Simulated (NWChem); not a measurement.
Molecule: 2-butanone (C$_{4}$H$_{8}$O); SMILES CC(CC)=O

```xyz
13

C      0.0760     1.8606     0.4405
C     -0.0605     0.8262    -0.6761
C     -0.1822    -0.5763    -0.1085
C      1.1036    -1.3353     0.1143
O     -1.2589    -1.0479     0.1685
H      0.1429     2.8776     0.0267
H      0.9777     1.6904     1.0497
H     -0.7958     1.8234     1.1106
H     -0.9742     1.0227    -1.2569
H      0.8041     0.8889    -1.3571
H      1.8564    -0.7094     0.6184
H      1.5300    -1.6206    -0.8617
H      0.9084    -2.2417     0.7009
```
Atoms are numbered in this order, from 1.

All runs: NWChem. Pople sets run with spherical d functions. All runs use the structure optimised with PBE0/def2-SVP. Total energies compare along this basis series because the functional is fixed.

| level | basis functions | energy (Ha) | highest occupied level (eV) | orbital gap (eV) | dipole (D) |
|---|---|---|---|---|---|
| B3LYP/STO-3G | 33 | -229.5147 | -3.76 | 6.34 | 1.69 |
| B3LYP/3-21G | 61 | -231.1914 | -6.32 | 6.25 | 2.56 |
| B3LYP/6-31G* | 86 | -232.4634 | -6.52 | 6.28 | 2.72 |
| B3LYP/6-31+G* | 106 | -232.4752 | -6.91 | 6.19 | 3.09 |
| B3LYP/def2-SVP | 110 | -232.2971 | -6.70 | 6.27 | 2.73 |
| B3LYP/def2-SVPD | 167 | -232.3154 | -6.98 | 6.19 | 3.07 |
| B3LYP/def2-TZVP | 203 | -232.5644 | -6.89 | 6.23 | 2.94 |
| B3LYP/6-311++G** | 166 | -232.5407 | -6.95 | 6.13 | 3.08 |
| B3LYP/aug-cc-pVTZ | 414 | -232.5621 | -6.93 | 6.13 | 3.02 |
